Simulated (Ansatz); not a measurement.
```xyz
19

C     0.038    1.715    1.381
C     0.998    1.200    0.330
N     0.562   -0.008   -0.331
C     1.466   -0.403   -1.390
Ti   -0.951   -1.097   -0.091
O    -1.551   -1.073    1.612
O    -0.501   -2.776   -0.615
O    -2.289   -0.467   -1.147
H    -0.102    0.988    2.182
H     0.424    2.639    1.815
H    -0.942    1.933    0.947
H     1.984    1.027    0.790
H     1.156    1.980   -0.432
H     1.130   -1.324   -1.871
H     2.477   -0.585   -1.001
H     1.541    0.378   -2.160
H    -2.405   -0.798    1.948
H    -0.746   -3.620   -0.236
H    -2.290    0.290   -1.731
```

Total charge 0; spin multiplicity 1.

Question: List the ωB97M-V/def2-TZVPP orbital energies in eV (Ansatz). (Best estimate.)

Answer: The calculation gave: Occupied: -4880.21, -548.89, -525.77, -525.56, -525.53, -457.43, -457.38, -457.37, -394.21, -282.16, -281.94, -281.11, -69.39, -44.91, -44.76, -44.68, -29.67, -29.41, -29.30, -27.64, -23.77, -21.03, -19.10, -16.10, -16.00, -15.90, -15.65, -15.51, -15.00, -14.11, -13.15, -12.51, -12.45, -12.32, -12.15, -12.02, -11.69, -11.58, -11.34, -10.94, -8.71. Lowest empty: 1.08, 1.29, 1.54, 2.16, 2.20, 2.42, 2.82, 2.89.
